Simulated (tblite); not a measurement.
neopentasilane (H$_{12}$Si$_{5}$), singlet, geometry from GFN2-xTB; GFN1-xTB with ALPB(water) in tblite.

Here is a job for tblite.
```
$ tblite run mol.xyz --method gfn1 --charge 0 --spin 0 --alpb water --json tblite.json --no-restart

# file mol.xyz
17

Si    -0.39987379    -0.88118962    -2.13497317
Si     0.00008728     0.00003811    -0.00007686
Si    -0.01936908     2.34160751    -0.10489889
Si    -1.67154749    -0.72989766     1.47203667
Si     2.09073072    -0.73054627     0.76788792
H     -1.68998104    -0.45654750    -2.68313463
H     -0.41130091    -2.34577006    -2.14253522
H      0.61550825    -0.47256910    -3.10822246
H      0.23433488     2.96233684     1.19721786
H     -1.30379917     2.87015447    -0.56972258
H      0.99732510     2.86932833    -1.01760325
H     -3.00679306    -0.28341603     1.06836245
H     -1.73661000    -2.19012134     1.56527369
H     -1.46866158    -0.23902180     2.83697536
H      2.17817573    -2.19028969     0.84962613
H      3.18787523    -0.30048259    -0.10188489
H      2.40353971    -0.22377048     2.10598823
```

What the program printed (banner, timings and long lists left out):

```
xTB calculator
 | screened Coulomb repulsion
 | Coulomb electrostatics
 |  * isotropic Klopman-Ohno-Mataga-Nishimoto electrostatics
 |  * onsite third-order electrostatics
 | DFT-D3(BJ) dispersion correction
 | Interactions (3)
 | [1] alpb/gbsa reaction field model
 | [2] cds contribution to solvation
 | [3] empirical free energy shift and standard state/solvent correction

halogen bonding energy    0.0000000000000E+00 Eh
repulsion energy          1.4161754755826E-01 Eh
dispersion energy        -8.7790935170876E-03 Eh
interaction energy        6.6324431980640E-04 Eh
number of electrons       3.2000000000000E+01 e
integral cutoff           2.8146159136829E+01 bohr

------------------------------------------------------------
  cycle        total energy    energy error   density error
------------------------------------------------------------
      1     -15.66484628849  -1.5798348E+01   3.0983099E-01
      2     -15.69875148523  -3.3905197E-02   1.7628307E-01
      3     -15.70016959762  -1.4181124E-03   3.3135651E-02
      4     -15.70137072627  -1.2011286E-03   5.6837627E-03
      5     -15.70137110102  -3.7475659E-07   1.6470265E-03
      6     -15.70137145758  -3.5655841E-07   2.2779151E-04
      7     -15.70137146660  -9.0231111E-09   8.3620064E-05
      8     -15.70137147684  -1.0233521E-08   3.8917803E-05
      9     -15.70137147818  -1.3408155E-09   2.5072468E-06
------------------------------------------------------------

electronic energy        -1.5834873176539E+01 Eh
total energy             -1.5701371478178E+01 Eh

Post processing:
 | Mayer-Wiberg bond orders

[Info] JSON dump of results written to 'tblite.json'
```
